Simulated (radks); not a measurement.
Species: Ru40+. Configuration: [He] 2s2. All-electron calculation, scalar-relativistic Kohn-Sham, PBE, spin-polarised, spherical densities, finite nucleus; Fermi nuclear charge, rms radius 4.4809 fm. Program: a radial shooting solver on a logarithmic mesh with Libxc functionals.

Unscreened Slater integrals over Kohn-Sham orbitals (cm^-1). They are taken over the spin-up orbitals.

| integral | value |
|---|---|
| F0(2s,2s) | 1453400 |
| F0(2s,1s) | 2038800 |
| G0(2s,1s) | 209520 |
| F0(1s,1s) | 6213900 |
